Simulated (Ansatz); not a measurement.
C4H2F4 (`F/C=C(/F)C=C(F)F`), relaxed with RKS PBE0-D4/def2-TZVP in Ansatz from a PBE-D4/def2-SVP geometry. The force threshold is 0.005 eV/Å; the program also tests the step.

Total charge 0; spin multiplicity 1.

Start:

```xyz
10

F    -1.014   -2.328   -0.073
C     0.052   -1.772   -0.675
C     0.376   -0.474   -0.452
F     1.458    0.017   -1.090
C    -0.356    0.417    0.420
C    -0.064    1.712    0.662
F    -0.779    2.475    1.475
F     0.941    2.393    0.144
H     0.619   -2.439   -1.342
H    -1.232    0.000    0.933
```

```csv
step,energy (eV),largest force (eV/Å),largest move (Å)
1,-15037.4329,0.843,0.000
2,-15037.4938,0.278,0.028
3,-15037.4988,0.030,0.009
4,-15037.4989,0.015,0.002
5,-15037.4989,0.006,0.003
6 (rejected),-15037.4989,0.009,0.001
7,-15037.4989,0.001,0.000
```

End:

```xyz
10

F    -0.999   -2.309   -0.075
C     0.057   -1.751   -0.672
C     0.367   -0.477   -0.448
F     1.440    0.013   -1.081
C    -0.356    0.416    0.418
C    -0.063    1.688    0.653
F    -0.768    2.447    1.457
F     0.929    2.367    0.146
H     0.613   -2.408   -1.326
H    -1.221    0.015    0.928
```

Hardware: 8 threads of an Arm Neoverse V2 on a shared host. Wall time 21 s, peak host memory 0.78 GiB.
